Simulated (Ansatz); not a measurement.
Computed with Ansatz on PBE0-D4/def2-TZVP structures; ΔE is electronic, products minus reactants. CCSD(T)/CBS adds triple-zeta CCSD(T) − MP2 to the extrapolated MP2 energy (def2 sets, frozen cores). This one scheme is used for every species. Functionals use def2-TZVPP. Each species was taken in one conformer, which may not be the lowest.

`N[C@@H](F)[Si@@H](O)F` → `NCF` + `O[Si]F`  (silylene formation by 1,1-elimination)

`N[C@@H](F)[Si@@H](O)F`:

```xyz
11

N    -0.286   -1.101    1.163
C     0.131   -0.949   -0.162
F    -0.846   -1.371   -1.119
Si    0.500    0.856   -0.568
O    -0.640    1.712    0.227
F     1.957    1.220   -0.033
H    -1.047   -0.491    1.427
H    -0.467   -2.056    1.439
H     0.997   -1.591   -0.350
H     0.500    1.144   -2.018
H    -0.799    2.627   -0.006
```

`NCF`:

Cartesian coordinates in Å:
```
N -0.548 -0.088 -0.700
C 0.101 0.137 0.522
F 1.469 -0.186 0.504
H -0.181 0.482 -1.449
H -0.539 -1.060 -0.975
H 0.043 1.194 0.792
H -0.345 -0.478 1.306
```

`O[Si]F`:

```xyz
4

O     0.521    0.617   -0.565
Si   -0.843   -0.289   -0.556
F    -0.779   -0.957    0.918
H     1.101    0.629    0.204
```

```tsv
level	ΔE (kJ/mol)
r2SCAN-D4	132.5
PBE	100.3
PBE0	114.6
HF/def2-TZVPP	106.7
MP2/def2-TZVPP	123.5
CCSD/def2-TZVPP	110.8
SCS-MP2/def2-QZVPP	118.7
CCSD/CBS(def2)	116.0
```

Q: What does CCSD(T)/CBS give? (An estimate is asked.)

A: Computed: +117.4 kJ/mol. The listed levels differ from it by 15.1, -17.1, -2.8, -10.7, 6.1, -6.6, 1.3, -1.4 kJ/mol.

Largest T1 diagnostic among the species: 0.015.

In def2-TZVPP, CCSD(T) changes the Hartree–Fock value by +5.5 kJ/mol (the triples alone add +1.5 kJ/mol) and MP2 by +16.8 kJ/mol. The D4 term adds +16.2 kJ/mol with B3LYP and +8.8 kJ/mol with PBE0; it sums over pairs of atoms, weighted by their polarisabilities, and B3LYP, whose exchange is more repulsive, gets the larger term. From PBE to PBE0 (25 % exact exchange), in def2-TZVPP and without D4, ΔE moves by +14.3 kJ/mol.

B3LYP here is the variant with VWN-RPA as its local correlation; programs differ in this.
